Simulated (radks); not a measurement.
The numbers below are computed, except where a source is named.
Question: The gallium ion Ga4.5+, configuration [Ar] 3d(up 4.5, down 4) (fractional occupations, a model configuration). Level of theory: non-relativistic Kohn-Sham, r2SCAN, spin-polarised, spherical densities, point nucleus; meta-GGA in the generalised Kohn-Sham scheme (a radial shooting solver on a logarithmic mesh with Libxc functionals). Some entries of the table are withheld. Estimate them.

| orbital | occ. | eigenvalue (eV) | r(max) (bohr) | <1/r> (bohr^-1) |
|---|---|---|---|---|
| 1s down | 1 | -10194.34 | 0.03262 | 30.50 |
| 1s up | 1 | -10194.33 | 0.03262 | 30.50 |
| 2s up | 1 | -1317.721 | 0.1856 | 6.693 |
| 2s down | 1 | -1317.177 | 0.1856 | 6.695 |
| 2p up | 3 | -1173.904 | 0.1480 | 6.645 |
| 2p down | 3 | -1173.505 | 0.1479 | 6.647 |
| 3s up | 1 | -219.1353 | 0.5701 | 2.167 |
| 3s down | 1 | -218.2644 | 0.5703 | 2.165 |
| 3p up | 3 | -171.5361 | 0.5670 | 2.047 |
| 3p down | 3 | -170.6571 | 0.5673 | 2.045 |
| 3d up | 4.5 | -89.7269 | 0.5224 | (1) |
| 3d down | 4 | -88.8336 | 0.5232 | (2) |

Answer: 
(1) 3d up <1/r> (bohr^-1): 1.773
(2) 3d down <1/r> (bohr^-1): 1.768
